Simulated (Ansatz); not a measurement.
Ansatz results at the PBE0-D4/def2-TZVP geometry: HOMO–LUMO gap (PBE0/def2-TZVPP) 4.68 eV; LUMO energy (ωB97M-V/def2-TZVPP) -0.19 eV; size of the dipole moment (PBE/def2-TZVPP) 1.49 D.

(1) Which molecule gave them?
A. `[CH3][Al]([CH3])[GaH2]`
B. `C=[CH][SnH2][Br]`
C. `BC(C)=C=C`
D. `[CH3][AlH][CH2][GaH2]`

Results:

(1) A. The others give `BC(C)=C=C`: 5.91, 0.19, 1.38; `C=[CH][SnH2][Br]`: 7.23, 0.85, 2.51; `[CH3][AlH][CH2][GaH2]`: 5.97, -0.03, 1.11.
